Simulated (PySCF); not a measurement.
Compound: CH5GeNO2.
Z-matrix (Å and degrees, PBE0-D3(BJ)/def2-SVP geometry), rows numbered from 1:
```
N 
Ge  1  1.8314
C   2  2.0039  1  112.13
O   3  1.2027  2  124.03  1    79.62
O   3  1.3421  2  113.29  1   -97.64
H   1  1.0166  2  114.73  3    64.15
H   1  1.0168  2  114.42  3   -62.49
H   2  1.5334  1  107.53  3   116.51
H   2  1.5357  1  107.80  3  -121.06
H   5  0.9742  3  106.71  2   177.47
```

The calculation used PBE0-D3(BJ)/def2-SVP geometry optimisation, gas phase in PySCF.

Masses are those of the commonest isotopes; rigid-rotor values at the optimised geometry. The values belong to one conformer with, in the numbering `[NH2:1][GeH2:2][C:3](=[O:4])[OH:5]`, H–N1–Ge2–C3 64° and -62°, N1–Ge2–C3–O4 80°, Ge2–C3–O5–H 177°.

Task: What are A, B and C (cm⁻¹)?

Result: Ia = 83.84, Ib = 257.57, Ic = 269.48 u·Å²; 505379 MHz·u·Å²/I gives 6028, 1962 and 1875 MHz, that is A = 0.20107, B = 0.06545, C = 0.06256 cm⁻¹.

Task: Classify the top.

Result: A near-prolate asymmetric top. Ray's parameter κ = (2B − A − C)/(A − C) = -0.958; −1 is the prolate and +1 the oblate limit.

Task: Is it planar, by Δ = Ic − Ia − Ib?

Result: Not planar: Δ = Ic − Ia − Ib = -71.93 u·Å². For a rigid frame Δ = −2 Σ m c², so Σ m c² = 35.97 u·Å² lies off the ab plane: 8.26 from hydrogen and 27.70 from heavier atoms. The atom farthest from that plane is 1.95 Å away.

Task: List the rotational levels J(Ka,Kc) to J = 5 (cm⁻¹).

Result: Above 0(0,0):
J = 1: 1(0,1) 0.1280, 1(1,1) 0.2636, 1(1,0) 0.2665
J = 2: 2(0,2) 0.3840, 2(1,2) 0.5167, 2(1,1) 0.5254, 2(2,1) 0.9323, 2(2,0) 0.9323
J = 3: 3(0,3) 0.7678, 3(1,3) 0.8964, 3(1,2) 0.9137, 3(2,2) 1.3163, 3(2,1) 1.3165, 3(3,1) 2.0016, 3(3,0) 2.0016
J = 4: 4(0,4) 1.2793, 4(1,4) 1.4025, 4(1,3) 1.4314, 4(2,3) 1.8283, 4(2,2) 1.8289, 4(3,2) 2.5137, 4(3,1) 2.5137, 4(4,1) 3.4731, 4(4,0) 3.4731
J = 5: 5(0,5) 1.9185, 5(1,5) 2.0351, 5(1,4) 2.0785, 5(2,4) 2.4682, 5(2,3) 2.4698, 5(3,3) 3.1539, 5(3,2) 3.1539, 5(4,2) 4.1132, 5(4,1) 4.1132, 5(5,1) 5.3467, 5(5,0) 5.3467
Those of J = 1 are B + C, A + C and A + B.

Task: Which types of transition are allowed, and where do some lines up to J = 2 fall?

Result: The dipole components are |μa| = 0.28 D, |μb| = 0.67 D, |μc| = 1.38 D. The squared components, which scale the intensities, stand as 0.04 : 0.24 : 1.00 (a : b : c). Some lines, for components of 0.1 D or more:

```
type  branch         J(Ka,Kc)    MHz  lower level (cm⁻¹)
   b       R  2(0,2) ← 1(1,1)   3608               0.264
   a       R  1(0,1) ← 0(0,0)   3837               0.000
   c       Q  2(1,2) ← 2(0,2)   3980               0.384
   c       Q  1(1,1) ← 1(0,1)   4066               0.128
   b       Q  1(1,0) ← 1(0,1)   4152               0.128
   b       Q  2(1,1) ← 2(0,2)   4241               0.384
   a       R  2(1,2) ← 1(1,1)   7588               0.264
   a       R  2(0,2) ← 1(0,1)   7674               0.128
   a       R  2(1,1) ← 1(1,0)   7762               0.267
   b       R  1(1,1) ← 0(0,0)   7903               0.000
   c       R  1(1,0) ← 0(0,0)   7990               0.000
   b       R  2(1,2) ← 1(0,1)  11654               0.128
   c       R  2(1,1) ← 1(0,1)  11914               0.128
   c       Q  2(2,1) ← 2(1,1)  12197               0.525
   b       Q  2(2,0) ← 2(1,1)  12199               0.525
   b       Q  2(2,1) ← 2(1,2)  12457               0.517
   b       R  2(2,1) ← 1(1,0)  19959               0.267
   c       R  2(2,0) ← 1(1,0)  19960               0.267
   c       R  2(2,1) ← 1(1,1)  20046               0.264
   b       R  2(2,0) ← 1(1,1)  20047               0.264
```

Task: Estimate the classical rotational partition function at 25 K, 50 K and 200 K.

Result: Point group C1, symmetry number σ = 1; q = (√π/σ)·√((kT/h)³/(ABC)), k/h = 20836.6 MHz/K: 4470 at 25 K, 12700 at 50 K, 101000 at 200 K.

PBE0-D3(BJ)/def2-SVP frequencies: not computed here. Constants of a rigid frame at the computed geometry: no zero-point averaging, no centrifugal distortion. A rigid rotor knows nothing of inversion at nitrogen, which can split or shift real lines. Quadrupole hyperfine structure (14N) is left out.
